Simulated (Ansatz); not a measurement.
Ansatz (an electronic-structure program) input (HSE06/def2-TZVPD):

Ansatz 0.2 input:
```yaml
crystal:
  periodic: [false, false, false]
  atoms:
    - {symbol: C, position_ang: [-1.62763951, 0.78748399, 1.15358737]}
    - {symbol: C, position_ang: [-1.10086400, 0.02850108, -0.01563071]}
    - {symbol: C, position_ang: [-1.66172644, -1.32354734, -0.29494563]}
    - {symbol: C, position_ang: [0.20059786, 0.42855176, -0.62927387]}
    - {symbol: C, position_ang: [1.41393602, -0.11232585, 0.13042620]}
    - {symbol: O, position_ang: [2.58960968, 0.33083446, -0.54308308]}
    - {symbol: H, position_ang: [-2.72024443, 0.74976401, 1.19760540]}
    - {symbol: H, position_ang: [-1.32159994, 1.83546252, 1.12744182]}
    - {symbol: H, position_ang: [-1.27062553, 0.37491387, 2.11145136]}
    - {symbol: H, position_ang: [-2.75377907, -1.32706375, -0.22745803]}
    - {symbol: H, position_ang: [-1.37840719, -1.68265710, -1.28659737]}
    - {symbol: H, position_ang: [-1.31021056, -2.07661928, 0.42927516]}
    - {symbol: H, position_ang: [0.26887753, 0.06523965, -1.65905632]}
    - {symbol: H, position_ang: [0.29234070, 1.51833297, -0.66198271]}
    - {symbol: H, position_ang: [1.39656087, 0.25491982, 1.16384785]}
    - {symbol: H, position_ang: [1.37293849, -1.20803369, 0.16000844]}
    - {symbol: H, position_ang: [3.36144812, -0.00291660, -0.07485119]}
basis:
  gaussian:
    orbitals: def2-TZVPD
hamiltonian:
  xc: {name: HSE06}
magnetization: {spin_polarized: true, initial_magnetization: 1}
output: {forces: true}
```

Output:

```
Functional definition: HSE06
integrals: 0.38 GiB planned
1615 factors; their error is unknown
integrals: 0.43 GiB planned
244 factors; integrals over basis functions are off by at most 3.5e-7 eV
0.48 GiB of the device are held for the grids
2.40 GiB of device memory are held for the factors and their scratch space
mean field: 2.95 GiB planned
mean field evaluation 1: about -7389.6029 eV, gradient 5.6e1 eV
mean field evaluation 2: about -7376.9611 eV, gradient 7.6e1 eV
mean field evaluation 4: about -7403.7422 eV, gradient 4.3e0 eV
mean field evaluation 8: about -7403.8129 eV, gradient 9.2e-2 eV
mean field evaluation 16: about -7403.7841 eV, gradient 1.1e-3 eV
mean field -7403.78407598 eV, -272.0840463271 hartree, gradient 4.2e-5 eV, S^2 0.755249; 0 other end points of the search recorded, 0 dependent functions left out
the calculation of the forces begins
reference -7403.78413810 eV, -272.0840486101 hartree; 25, 24 occupied and 299, 300 virtual orbitals, 1615 factors
Total energy: -7403.78413810 eV, -272.0840486101 hartree
Atom 0 at    -1.627640     0.787484     1.153587 Å, force     0.057751    -0.088518    -0.092562 eV/Å
Atom 1 at    -1.100864     0.028501    -0.015631 Å, force     0.009710    -0.017050     0.024619 eV/Å
Atom 2 at    -1.661726    -1.323547    -0.294946 Å, force     0.061068     0.116906     0.048394 eV/Å
Atom 3 at     0.200598     0.428552    -0.629274 Å, force     0.052823    -0.118532     0.171500 eV/Å
Atom 4 at     1.413936    -0.112326     0.130426 Å, force     0.129294     0.166043    -0.245027 eV/Å
Atom 5 at     2.589610     0.330834    -0.543083 Å, force    -0.169570    -0.125876     0.187437 eV/Å
Atom 6 at    -2.720244     0.749764     1.197605 Å, force    -0.031881    -0.001987    -0.005269 eV/Å
Atom 7 at    -1.321600     1.835463     1.127442 Å, force     0.007099     0.038433    -0.006428 eV/Å
Atom 8 at    -1.270626     0.374914     2.111451 Å, force     0.003669    -0.005894     0.014053 eV/Å
Atom 9 at    -2.753779    -1.327064    -0.227458 Å, force    -0.031747     0.006330     0.000437 eV/Å
Atom 10 at    -1.378407    -1.682657    -1.286597 Å, force     0.006350    -0.007977    -0.038274 eV/Å
Atom 11 at    -1.310211    -2.076619     0.429275 Å, force     0.003586    -0.011071     0.010501 eV/Å
Atom 12 at     0.268878     0.065240    -1.659056 Å, force    -0.003816    -0.013553    -0.046393 eV/Å
Atom 13 at     0.292341     1.518333    -0.661983 Å, force    -0.002819     0.048235    -0.003996 eV/Å
Atom 14 at     1.396561     0.254920     1.163848 Å, force     0.010126     0.019800     0.032345 eV/Å
Atom 15 at     1.372938    -1.208034     0.160008 Å, force     0.009200    -0.037515    -0.006983 eV/Å
Atom 16 at     3.361448    -0.002917    -0.074851 Å, force    -0.110843     0.032226    -0.044356 eV/Å
Dipole moment:    -0.001635    -0.199197     0.290340 e Å
```

It need not be the lowest isomer of its formula.
